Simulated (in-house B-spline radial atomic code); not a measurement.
Inner levels of bromine as electrons are removed. A shift is the extra binding of the orbital against the neutral atom ([Ar] 3d10 4s2 4p5). The density at the nucleus is averaged over the nuclear charge. Computed with an all-electron radial atomic-structure program (B-spline basis): Dirac-Hartree-Fock, average of the configuration, finite nuclei.

```csv
ion,configuration,shift of 2p1/2 (eV),shift of 2p3/2 (eV),shift of 1s1/2 (eV),radius of 2p1/2 (bohr),radius of 2p3/2 (bohr),radius of 1s1/2 (bohr),Σ<r²> (bohr²),change of density at nucleus (bohr⁻³)
Br21+,[Ne] 3s2 3p2,876.54,875.46,905.16,0.16037,0.16402,0.042717,1.2759,321.84
Br22+,[Ne] 3s2 3p1,?,?,?,?,?,?,?,?
Br23+,[Ne] 3s2,1010.09,1008.58,1055.93,0.15973,0.16334,0.042701,0.76525,405.54
Br24+,[Ne] 3s1,1076.67,1074.97,1129.68,0.15944,0.16303,0.042699,0.5158,-46.415
Br25+,[He] 2s2 2p6,1144.4,1142.49,1204.9,0.15913,0.16271,0.042696,0.27575,-520.79
Br26+,[He] 2s2 2p5,?,?,?,?,?,?,?,?
Br27+,[He] 2s2 2p4,1434.73,1430.38,1587.15,0.15495,0.15836,0.042609,0.20219,-275.63
Br28+,[He] 2s2 2p3,1584.3,1578.67,1784.8,0.15294,0.15628,0.042563,0.16829,-147.94
```

(1) Fill in the row of Br22+.

(2) Fill in the row of Br26+.

## Answers

(1) shift of 2p1/2 (eV): 942.62; shift of 2p3/2 (eV): 941.33; shift of 1s1/2 (eV): 979.63; radius of 2p1/2 (bohr): 0.16006; radius of 2p3/2 (bohr): 0.16369; radius of 1s1/2 (bohr): 0.042709; Σ<r²> (bohr²): 1.0146; change of density at nucleus (bohr⁻³): 363.02.

(2) shift of 2p1/2 (eV): 1288.1; shift of 2p3/2 (eV): 1284.99; shift of 1s1/2 (eV): 1393.84; radius of 2p1/2 (bohr): 0.15701; radius of 2p3/2 (bohr): 0.16051; radius of 1s1/2 (bohr): 0.042654; Σ<r²> (bohr²): 0.23797; change of density at nucleus (bohr⁻³): -399.91.
